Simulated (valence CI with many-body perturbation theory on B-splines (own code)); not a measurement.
# E1 transitions of Nb28+

Calculated by relativistic CI+MBPT: three valence electrons over a frozen Dirac-Fock core [Ne], a basis of 11 s, 11 p, 9 d, 7 f, 5 g, 2 h, 1 i functions for each j, with the one-electron correlation potential Σ1 (screened to all orders), the two-electron term Σ2, the three-electron term Σ3, Breit, model QED; selected single and double excitations, second order for the rest (own B-spline code, finite nucleus).

The last digits are not significant, and no measured levels were compared; by estimate large intervals hold to a few tenths of a per cent, small ones and those within an open d or f shell to about a per cent.

Lines 151 to 200 of 280 in falling wavelength, among levels below 321.01 eV, chosen from the strongest by gf and those to the six lowest levels. Wavelengths and rates use the calculated energies. Electric multipoles are in the length gauge, E1 and E2 with the static RPA response of the core. Weak lines are less certain than strong ones. Lines between different terms over intervals too small for the method are left out, as are lines whose strength nearly cancels. Where a level lies close to another of its J and parity, the split of strength between their lines is uncertain. The highest levels of a list are the least certain.

Names give the largest LS component (configuration and term), which can be under half, so a name can repeat, a term be missing and a line seem to break the LS rules; names also repeat where a configuration has a term twice. Letters in brackets count levels of one name in rising energy.

```
λ vac (Å)                 Upper                 Lower   A (s⁻¹)  S (a.u.)
    109.1      3s 3p 3d 4P°_1/2         3s 3p2 2D_3/2  1.26e+09  1.61e-03
    108.8  3s 3p 3d 2P°_3/2 [b]         3s 3p2 2S_1/2  7.65e+10  1.95e-01
    108.7         3p2 3d 4D_7/2      3s 3p 3d 4F°_7/2  9.80e+09  4.96e-02
    108.6  3s 3p 3d 2P°_3/2 [a]         3s 3p2 2D_3/2  6.81e+10  1.72e-01
    108.4     3p2 3d 2F_7/2 [b]  3s 3p 3d 2F°_5/2 [a]  1.04e+10  5.25e-02
    108.4      3s 3p 3d 4P°_3/2         3s 3p2 2D_3/2  8.08e+08  2.03e-03
    108.3         3s2 3d 2D_5/2        3s2 3p 2P°_3/2  9.35e+10  3.52e-01
    108.0      3s 3p 3d 4D°_3/2         3s 3p2 4P_3/2  8.22e+09  2.04e-02
    107.9     3p2 3d 2D_5/2 [a]           3p3 2D°_5/2  1.65e+10  6.16e-02
    107.9      3s 3p 3d 4P°_5/2         3s 3p2 4P_3/2  4.79e+10  1.78e-01
    107.6      3s 3p 3d 4D°_1/2         3s 3p2 4P_3/2  2.06e+09  2.53e-03
    107.5     3p2 3d 2D_5/2 [a]      3s 3p 3d 4F°_3/2  8.95e+09  3.29e-02
    107.5     3p2 3d 4P_3/2 [b]      3s 3p 3d 4D°_1/2  1.34e+10  3.28e-02
    107.3         3s 3d2 4F_9/2      3s 3p 3d 4F°_9/2  4.32e+10  2.63e-01
    107.1  3s 3p 3d 2D°_5/2 [b]         3s 3p2 2P_3/2  8.58e+10  3.12e-01
    106.7  3s 3p 3d 2P°_3/2 [c]         3s 3p2 2S_1/2  1.89e+10  4.53e-02
    106.4         3p2 3d 4P_5/2      3s 3p 3d 4D°_3/2  1.95e+10  6.95e-02
    105.9  3s 3p 3d 2P°_3/2 [c]         3s 3p2 2P_3/2  3.13e+10  7.34e-02
    105.6     3p2 3d 4F_9/2 [b]      3s 3p 3d 4F°_7/2  5.85e+09  3.40e-02
    105.1           3p3 4S°_3/2         3s 3p2 4P_1/2  1.09e+10  2.50e-02
    105.0           3p3 2P°_1/2         3s 3p2 4P_3/2  1.80e+09  2.06e-03
    104.5  3s 3p 3d 2F°_7/2 [a]         3s 3p2 2D_5/2  4.36e+10  1.97e-01
    103.7  3s 3p 3d 2D°_3/2 [b]         3s 3p2 2P_1/2  1.13e+11  2.48e-01
    103.6         3s 3d2 4F_3/2      3s 3p 3d 4D°_1/2  4.49e+10  9.84e-02
    103.3         3s 3d2 4F_3/2      3s 3p 3d 4D°_3/2  1.26e+10  2.73e-02
    103.0  3s 3p 3d 2F°_5/2 [a]         3s 3p2 4P_5/2  2.71e+09  8.77e-03
    103.0  3s 3p 3d 2D°_5/2 [a]         3s 3p2 2D_3/2  1.29e+08  4.17e-04
    102.2     3p2 3d 2P_1/2 [a]           3p3 4S°_3/2  2.75e+10  2.90e-02
    102.0         3s 3d2 4F_5/2      3s 3p 3d 4D°_3/2  3.66e+10  1.15e-01
    101.8  3s 3p 3d 2D°_3/2 [a]         3s 3p2 4P_5/2  2.75e+09  5.74e-03
    101.7         3p2 3d 4D_3/2           3p3 2D°_3/2  1.37e+10  2.84e-02
    101.4         3p2 3d 4D_5/2           3p3 2D°_3/2  1.16e+10  3.59e-02
    100.3         3s 3d2 4F_7/2      3s 3p 3d 4P°_5/2  2.58e+10  1.03e-01
    100.2     3p2 3d 2P_3/2 [b]           3p3 2P°_1/2  2.32e+10  4.60e-02
    99.71     3p2 3d 2P_1/2 [b]           3p3 4S°_3/2  5.42e+10  5.31e-02
    99.64      3s 3p 3d 4D°_5/2         3s 3p2 4P_5/2  6.92e+10  2.03e-01
    99.58      3s 3p 3d 4D°_7/2         3s 3p2 4P_5/2  7.93e+10  3.09e-01
    98.91  3s 3p 3d 2P°_3/2 [a]         3s 3p2 4P_5/2  1.29e+08  2.46e-04
    98.71      3s 3p 3d 4P°_3/2         3s 3p2 4P_5/2  1.98e+10  3.77e-02
    98.17     3p2 3d 2F_7/2 [b]      3s 3p 3d 4P°_5/2  7.72e+09  2.88e-02
    98.03     3p2 3d 4P_3/2 [b]           3p3 4S°_3/2  3.98e+10  7.40e-02
    97.83         3p2 3d 2S_1/2      3s 3p 3d 4D°_3/2  3.44e+10  3.18e-02
    97.82         3s 3d2 4F_7/2      3s 3p 3d 4F°_7/2  5.38e+10  1.99e-01
    97.77  3s 3p 3d 2F°_5/2 [a]         3s 3p2 4P_3/2  8.23e+08  2.28e-03
    97.67         3s 3p2 2P_3/2        3s2 3p 2P°_1/2  8.88e+10  1.63e-01
    97.58     3p2 3d 2D_5/2 [a]           3p3 2D°_3/2  3.21e+10  8.84e-02
    97.44         3p2 3d 4P_5/2           3p3 4S°_3/2  4.38e+10  1.20e-01
    97.12     3p2 3d 4P_3/2 [a]           3p3 2D°_3/2  9.06e+10  1.64e-01
    97.01         3s 3p2 2S_1/2        3s2 3p 2P°_1/2  5.02e+09  4.52e-03
    96.82  3s 3p 3d 2F°_7/2 [b]         3s 3p2 2D_5/2  3.03e+10  1.08e-01
```
